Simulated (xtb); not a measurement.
I6Y2, SMILES [Y]12([I])([I])[I][Y]2([I])([I]1)[I] (connectivity only; charge and spin as stated), neutral, multiplicity 1. All values are semi-empirical tight-binding results from xtb (GFN2-xTB unless named), good for trends rather than for accurate numbers. Coordinates come from a GFN2-xTB optimisation. The spin state was assumed, not searched.

For metal compounds this method's bond lengths and energies can be far off.

Computed properties:
```yaml
point_group_as_xtb_finds_it: C2h
orbital_gap: 0.71 eV
zero_point_energy: 2.2 kcal/mol
G − E(el) at 298.15 K (modified RRHO): -31.7 kcal/mol
```
